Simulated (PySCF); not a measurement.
## How methods differ on the ionisation energy of Nb²⁵⁺

Nb²⁵⁺ [Ne] 3s2 3p4 (3P) → Nb²⁶⁺ [Ne] 3s2 3p3 (4S), as a difference of total energies. Calculation: PySCF 2.14, in an even-tempered Gaussian basis (18 s from 2.7 bohr⁻², ratio 2.5; 12 p from 3.5 bohr⁻², ratio 2.5; 5 d from 18 bohr⁻², ratio 2.7; 4 f from 27 bohr⁻², ratio 2.7); the spin-free X2C one-electron Hamiltonian (Gaussian nucleus). Correlated levels: outer shells: 1s2 frozen; virtual orbitals above 40 to 60 times the deepest correlated orbital energy dropped. The calculations carry no spin-orbit coupling.

```tsv
method	ionisation energy (eV)
UHF	1293.4
LDA	1295.9
PBE	1296.2
PBE0	1296.0
r2SCAN	1295.8
PBEsol	1295.7
M06-L	1295.2
MP2 (outer shells)	1294.4
SCS-MP2 (outer shells)	1294.4
```

Spin-orbit coupling is strong in these open shells (close to jj coupling). The scalar numbers leave it out and a first-order estimate fails, so it can dominate the gap to the real levels.

Breit and QED terms and the two-electron picture change are absent.

For comparison: 1293.7 ± 1.8 eV (semi-empirical (NIST evaluation); NIST Atomic Spectra Database, ionization energies).
